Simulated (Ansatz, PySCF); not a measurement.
The molecule NaAl, closed-shell singlet (lowest of 2S+1 = 1, 3 at CCSD(T)/def2-TZVPP on PBE0 minima; our sources give no spin for the ground state, which may be another).

Seven points along R, fitted to fifth degree in 1/R; most abundant isotopes. Runs in def2 and cc sets follow the lowest solution found near the PBE0 minimum. The singlet is held restricted. HF and MP2 rows in def2 and cc sets belong to the determinant that coupled cluster picked by its CCSD energy.

Programs: Ansatz (a program for electronic structure) with Gaussian orbitals; PySCF for 3-21G rows, 6-31G* rows. Each number belongs to the level named beside it.

```tsv
level	r_e (Å)	ω_e (cm⁻¹)	ω_e x_e (cm⁻¹)	B_e (cm⁻¹)	D_e (eV)	dipole (D)
HF/3-21G	3.263	185	0.61	0.128	-	3.48
HF/6-31G*	3.203	191	0.69	0.132	-	3.45
HF/def2-TZVPP	3.212	190	0.65	0.132	-	-
HF/def2-QZVPP	3.207	191	0.64	0.132	-	-
SVWN5/def2-TZVPP	3.101	189	0.83	0.141	1.04	1.73
PBE/def2-TZVPP	3.163	183	0.81	0.136	0.83	1.88
BP86/6-31G*	3.168	181	0.80	0.135	-	1.82
r2SCAN/def2-TZVPP	3.177	185	0.80	0.135	0.62	2.51
B97M-V/def2-TZVPP	3.165	174	0.57	0.136	0.91	2.00
B3LYP/6-31G*	3.146	187	0.78	0.137	-	1.89
B3LYP/def2-TZVPP	3.143	187	0.81	0.137	0.75	1.97
PBE0/def2-TZVPP	3.149	190	0.76	0.137	0.71	2.58
BHLYP/def2-TZVPP	3.126	195	0.76	0.139	0.63	2.59
CAM-B3LYP/def2-TZVPP	3.097	200	0.75	0.142	0.65	2.66
wB97X-V/def2-TZVPP	3.110	205	0.66	0.140	0.68	3.75
wB97M-V/def2-TZVPP	3.090	203	0.66	0.142	0.83	2.42
B2PLYP/def2-TZVPP	3.137	190	0.80	0.138	0.71	-
MP2/6-31G*	3.143	198	0.87	0.137	-	3.49
MP2/def2-TZVPP	3.136	195	0.69	0.138	-	-
MP2/def2-QZVPP	3.113	198	0.57	0.140	-	-
SCS-MP2/def2-TZVPP	3.145	193	0.71	0.137	-	-
SCS-MP2/def2-QZVPP	3.123	196	0.59	0.139	-	-
CCSD/def2-TZVPP	3.143	190	0.84	0.137	0.70	-
CCSD/def2-QZVPP	3.122	192	0.70	0.139	0.76	-
CCSD(T)/def2-TZVPP	3.146	186	0.93	0.137	0.77	-
CCSD(T)/def2-QZVPP	3.123	189	0.78	0.139	0.83	-
```

D_e counts from each atom's lowest state at the same level, without counterpoise or zero-point energy.

Correlated levels freeze the inner cores; with def2 sets outer-core shells near the valence are correlated too. Rows in 3-21G, 6-31G* carry no dispersion term and start afresh at each structure (6-31G* with six Cartesian d functions). MP2/6-31G* freezes PySCF's default core, which is smaller on s-block atoms.

Doubts at one or more of the structures used: a restricted determinant that unrestricted orbitals would lower (HF/def2-TZVPP, HF/def2-QZVPP, B2PLYP/def2-TZVPP, MP2/def2-TZVPP, MP2/def2-QZVPP, SCS-MP2/def2-TZVPP, SCS-MP2/def2-QZVPP, CCSD/def2-TZVPP, CCSD/def2-QZVPP, CCSD(T)/def2-TZVPP, CCSD(T)/def2-QZVPP).
